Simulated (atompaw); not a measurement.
**zirconium: one change to a PAW (atompaw) potential, before and after**

```
Element                 : Zr (Z = 40)
Generator               : atompaw 4.2.0.5
Type                    : PAW
Functional              : PBE
Relativity              : scalar-relativistic
Frozen core             : [Ar] 3d10
Valence charge          : 12
Reference configuration : 4s2 4p6 4d1 5s0 5p0 (charge +3)
Partial waves           : 4s (bound): rc 1.45 bohr; 5s (bound, empty): rc 2.45 bohr; 4p (bound): rc 2.10 bohr; 5p (bound, empty): rc 2.45 bohr; 4d (bound): rc 2.45 bohr; 4d channel at -0.7 Ry: rc 2.45 bohr
Local potential         : ultrasoft scheme with l = 3 at -0.5 Ry, radius 2.45 bohr
Core correction         : smooth core density matched at 1.45 bohr
Augmentation charge     : sinc compensation charge, radius 2.00 bohr; PAW radius 2.45 bohr; waves and projectors: modrrkj vanderbiltortho
```

All-electron outer shells of the reference configuration (PBE, scalar-relativistic, ld1.x):

```json
{"shell": "3d", "level (eV)": "-202.47", "outermost node (bohr)": "–", "outermost maximum (bohr)": "0.35"}
{"shell": "4s", "level (eV)": "-81.55", "outermost node (bohr)": "0.55", "outermost maximum (bohr)": "1.08"}
{"shell": "4p", "level (eV)": "-59.17", "outermost node (bohr)": "0.56", "outermost maximum (bohr)": "1.17"}
{"shell": "4d", "level (eV)": "-28.20", "outermost node (bohr)": "0.58", "outermost maximum (bohr)": "1.49"}
{"shell": "5s", "level (eV)": "-24.29", "outermost node (bohr)": "1.43", "outermost maximum (bohr)": "2.68"}
{"shell": "5p", "level (eV)": "-18.97", "outermost node (bohr)": "1.61", "outermost maximum (bohr)": "3.11"}
```

Change: all radii scaled by about 0.96 (s 1.40, p 2.02, d 2.36 bohr); local potential ultrasoft scheme with l = 3 at -0.5 Ry, radius 2.36 bohr; augmentation sinc compensation charge, radius 1.92 bohr; PAW radius 2.36 bohr; waves and projectors: modrrkj vanderbiltortho; core correction smooth core density matched at 1.40 bohr.

Cutoffs: the cutoffs (Ry, on a coarse ladder) from which the occupation-weighted sum of valence levels, in a spherical-Bessel basis at the reference potential, stays within 10 and 1 mRy of its value at 400 Ry; they do not see the model core or the augmentation charge, which bear on the density cutoff.

Task: What does the change do?

Result: The potential gets harder (21 Ry and 35 Ry → 25 Ry and 45 Ry); neither file shows a bound ghost. A smaller radius makes the pseudo-wave follow the all-electron one further in, where it bends more sharply, so more plane waves are needed.

```tsv
quantity	base	changed
cutoff, loose	21 Ry	25 Ry
cutoff, tight	35 Ry	45 Ry
bound ghosts	none	none
lowest overlap eigenvalue by channel	s 0.66, p 0.94, d 1.00	s 0.67, p 0.91, d 1.00
```

 The cutoffs see the waves, projectors and local potential, not the compensation charge or the core.
